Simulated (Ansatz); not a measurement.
```yaml
crystal:
  periodic: [false, false, false]
  atoms:
    - {symbol: F, position_ang: [-2.078797, 0.012639, -1.445104]}
    - {symbol: C, position_ang: [-1.837778, 0.728547, -0.280718]}
    - {symbol: C, position_ang: [-1.182759, -0.161930, 0.744379]}
    - {symbol: C, position_ang: [0.167787, -0.677921, 0.308394]}
    - {symbol: O, position_ang: [1.044547, 0.430342, 0.163390]}
    - {symbol: C, position_ang: [2.231391, 0.134230, -0.437513]}
    - {symbol: F, position_ang: [3.038169, -0.623159, 0.392468]}
    - {symbol: H, position_ang: [-1.194046, 1.572688, -0.540012]}
    - {symbol: H, position_ang: [-2.798868, 1.104638, 0.080387]}
    - {symbol: H, position_ang: [-1.835183, -1.014045, 0.956523]}
    - {symbol: H, position_ang: [-1.072027, 0.403472, 1.675287]}
    - {symbol: H, position_ang: [0.085006, -1.205927, -0.650499]}
    - {symbol: H, position_ang: [0.569353, -1.375141, 1.049977]}
    - {symbol: H, position_ang: [2.748129, 1.075418, -0.633081]}
    - {symbol: H, position_ang: [2.093276, -0.454447, -1.354479]}
basis:
  gaussian: {orbitals: def2-SVPD, fitting: {mean_field: cc-pVTZ-jkfit}}
magnetization: {spin_polarized: true, initial_magnetization: 2}
hamiltonian: {xc: {name: B97M-V}}
accuracy: high
output: {forces: true}
```

```sh
$ ansatz run in.yaml --threads 4 --pin off --events-out ev --progress --plain --max-ram 11315MiB
```

Shortened log:

```
Functional definition: B97M-V
793 factors; integrals over basis functions are off by at most 2.4e-1 eV
mean field evaluation 1: about -11730.7708 eV, gradient 4.0e1 eV
mean field evaluation 2: about -11707.4066 eV, gradient 7.7e1 eV
mean field evaluation 4: about -11733.8776 eV, gradient 3.0e1 eV
mean field evaluation 8: about -11740.1316 eV, gradient 9.4e-1 eV
mean field evaluation 16: about -11740.1387 eV, gradient 2.8e-2 eV
mean field evaluation 32: about -11740.1387 eV, gradient 4.4e-6 eV
mean field -11740.13870583 eV, -431.4421396872 hartree, gradient 9.4e-8 eV, S^2 2.003287; 10 other end points of the search recorded, 0 dependent functions left out
reference -11740.13871256 eV, -431.4421399348 hartree; 30, 28 occupied and 183, 185 virtual orbitals, 793 factors
Total energy: -11740.13871256 eV, -431.4421399348 hartree
Atom 0 at    -2.078797     0.012639    -1.445104 Å, force     0.025923     0.215229     0.167877 eV/Å
Atom 1 at    -1.837778     0.728547    -0.280718 Å, force    -0.682524    -0.308267    -0.164730 eV/Å
Atom 2 at    -1.182759    -0.161930     0.744379 Å, force     1.082192    -0.444715    -0.191481 eV/Å
Atom 3 at     0.167787    -0.677921     0.308394 Å, force    -2.081531     2.193691     0.397043 eV/Å
Atom 4 at     1.044547     0.430342     0.163390 Å, force    -1.369716    -1.238097     0.086392 eV/Å
Atom 5 at     2.231391     0.134230    -0.437513 Å, force     2.857543     0.100162    -0.237382 eV/Å
Atom 6 at     3.038169    -0.623159     0.392468 Å, force    -0.610364     0.167302    -0.204674 eV/Å
Atom 7 at    -1.194046     1.572688    -0.540012 Å, force     0.459651     0.171095    -0.049268 eV/Å
Atom 8 at    -2.798868     1.104638     0.080387 Å, force    -0.264640     0.036035    -0.026885 eV/Å
Atom 9 at    -1.835183    -1.014045     0.956523 Å, force    -0.168723    -0.179392    -0.038498 eV/Å
Atom 10 at    -1.072027     0.403472     1.675287 Å, force    -0.007912     0.221328     0.140278 eV/Å
Atom 11 at     0.085006    -1.205927    -0.650499 Å, force     0.428186    -0.320653    -0.355398 eV/Å
Atom 12 at     0.569353    -1.375141     1.049977 Å, force     0.770968    -0.713236     0.638515 eV/Å
Atom 13 at     2.748129     1.075418    -0.633081 Å, force    -0.041235     0.089012     0.032704 eV/Å
Atom 14 at     2.093276    -0.454447    -1.354479 Å, force    -0.397819     0.010506    -0.194495 eV/Å
Dipole moment:    -0.008621     0.095674     0.117414 e Å
```

It took 2.1 min on 4 threads of an Arm Neoverse V2 on a shared host, with 1.5 GiB of host memory at the peak.
